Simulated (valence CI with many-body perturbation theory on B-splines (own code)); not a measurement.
Results of a calculation; reference values are marked as such.
# Lu39+: magnetic and hyperfine properties of the levels

Method: relativistic CI+MBPT: four valence electrons over a frozen Dirac-Fock core [Ar] 3d10, a basis of 11 s, 11 p, 10 d, 8 f, 5 g, 2 h functions for each j, with the one-electron correlation potential Σ1 (screened to all orders), the two-electron term Σ2, the three-electron term Σ3, Breit, model QED; selected single and double excitations, second order for the rest, scaled by the run's own slope (own B-spline code, finite nucleus).

The last digits are not significant, and no measured levels were compared; by estimate large intervals hold to a few tenths of a per cent, small ones and those within an open d or f shell to about a per cent. Among the levels kept, up to 380 cm⁻¹ of a level comes from second order outside the variational space, and about a tenth of that is noise between levels of different J, which matters for small intervals.

A/g_I is the dipole constant over the nuclear g factor μ/I (μ in nuclear magnetons, uniformly magnetised nucleus), B/Q the quadrupole constant per barn. Both hold the static response of the core; the bare values leave it out. Large factors of s and p1/2 electrons are usually good to 5 to 10 %; those of open d and f shells near neutrality can be off by tens of per cent, and small factors of p3/2, d and f electrons come from cancelling terms and can be off by a factor of two or in sign, in half-filled shells by more. B is blank for J = 1/2, where it vanishes, and for nearly pure S terms. Energies count from the lowest level. Levels with J = 0 are left out.

Levels are named by their leading jj configuration (3d3/2^4 stands for four electrons in 3d with j = 3/2), which in mixed levels can hold well under half, so a name can repeat and another be missing. Letters in brackets count levels of one name in rising energy.

| Level | E (eV) | g | A/g_I (MHz) | A/g_I bare | B/Q (MHz/b) | B/Q bare |
| --- | --- | --- | --- | --- | --- | --- |
| (4s^2 4p1/2 4p3/2) J=1 | 72.58 | 1.497 | -38900 | -38000 | 48700 | 47000 |
| (4s^2 4p1/2 4p3/2) J=2 | 76.61 | 1.181 | 136000 | 132000 | 84100 | 81300 |
| (4s^2 4p3/2^2) J=2 | 152.23 | 1.311 | 50300 | 48400 | 13100 | 12700 |
| (4s 4p1/2^2 4p3/2) J=2 | 161.10 | 1.583 | 342000 | 330000 | 84800 | 81900 |
| (4s 4p1/2^2 4p3/2) J=1 | 174.90 | 1.045 | -236000 | -228000 | 66000 | 63800 |
| (4s^2 4p1/2 4d3/2) J=2 | 215.08 | 0.771 | 113000 | 110000 | 16000 | 15800 |
| (4s 4p1/2 4p3/2^2) J=2 [a] | 226.63 | 1.522 | 188000 | 182000 | 20000 | 19400 |
| (4s^2 4p1/2 4d3/2) J=1 | 231.79 | 0.898 | -93100 | -89200 | 3030 | 3090 |
| (4s 4p1/2 4p3/2^2) J=3 | 233.45 | 1.258 | 212000 | 205000 | -12700 | -12100 |
| (4s^2 4p1/2 4d5/2) J=2 | 244.89 | 1.254 | -15600 | -14600 | 27500 | 26800 |
| (4s^2 4p1/2 4d5/2) J=3 | 246.41 | 1.179 | 164000 | 159000 | 31000 | 30200 |
| (4s 4p1/2 4p3/2^2) J=1 [a] | 251.64 | 1.265 | 458000 | 443000 | -71900 | -69400 |
| (4s 4p1/2 4p3/2^2) J=2 [b] | 254.75 | 1.123 | 25700 | 25000 | -12700 | -12400 |
| (4s 4p1/2 4p3/2^2) J=1 [b] | 256.01 | 1.349 | 14600 | 14200 | 40900 | 39500 |
| (4s^2 4p3/2 4d3/2) J=2 | 302.81 | 1.063 | 32500 | 31600 | -4510 | -4350 |
| (4s^2 4p3/2 4d3/2) J=1 | 303.67 | 1.135 | 30800 | 30100 | -41000 | -39700 |
| (4s 4p1/2^2 4d3/2) J=1 | 304.91 | 0.403 | -273000 | -263000 | 8090 | 7960 |
| (4s^2 4p3/2 4d3/2) J=3 | 305.24 | 1.129 | 40000 | 39000 | 87100 | 84500 |
| (4s^2 4p3/2 4d5/2) J=2 | 307.39 | 1.311 | 138000 | 134000 | -76700 | -74000 |
| (4s 4p1/2^2 4d3/2) J=2 | 307.71 | 1.170 | 293000 | 283000 | 14700 | 14500 |
| (4s^2 4p3/2 4d5/2) J=4 | 309.83 | 1.246 | 24500 | 24000 | 118000 | 115000 |
| (4s 4p1/2^2 4d5/2) J=3 | 326.76 | 1.365 | 207000 | 200000 | 15300 | 15100 |
| (4s^2 4p3/2 4d5/2) J=1 | 327.25 | 1.185 | -71800 | -68400 | 553 | 577 |
| (4s^2 4p3/2 4d5/2) J=3 | 327.52 | 1.168 | 27400 | 26700 | 16200 | 16000 |
| (4s 4p1/2^2 4d5/2) J=2 | 330.53 | 1.145 | -106000 | -101000 | -11300 | -10700 |
| (4s 4p3/2^3) J=2 | 330.71 | 1.343 | 226000 | 218000 | -85200 | -82400 |
| (4s 4p3/2^3) J=1 | 341.33 | 1.097 | -179000 | -172000 | -19600 | -18800 |
| (4p1/2^2 4p3/2^2) J=2 | 347.07 | 1.150 | -5710 | -5080 | 35300 | 34300 |
| (4s 4p1/2 4p3/2 4d3/2) J=1 [a] | 370.33 | 1.186 | 152000 | 147000 | -47300 | -45800 |
| (4s 4p1/2 4p3/2 4d3/2) J=2 [a] | 370.85 | 1.115 | 116000 | 113000 | -28600 | -27700 |
| (4s 4p1/2 4p3/2 4d3/2) J=3 [a] | 372.68 | 1.151 | 170000 | 164000 | 19600 | 19000 |
| (4s 4p1/2 4p3/2 4d3/2) J=4 | 378.77 | 1.198 | 213000 | 206000 | 63600 | 61700 |
| (4s 4p1/2 4p3/2 4d3/2) J=3 [b] | 385.20 | 0.873 | 53600 | 52100 | 42900 | 41400 |
| (4s 4p1/2 4p3/2 4d5/2) J=4 [a] | 385.24 | 1.399 | 131000 | 128000 | 117000 | 113000 |

Task: Take the isotope of mass number 176, with I = 7, μ = 3.16 μN and Q = 4.92 b. What is the hyperfine structure of (4s 4p1/2^2 4p3/2) J=2?

Result: From the table A = 154000 MHz, B = 417000 MHz. Shifts from the centre of gravity in MHz: F = 5: -2310000, F = 6: -1560000, F = 7: -582000, F = 8: 673000, F = 9: 2260000.
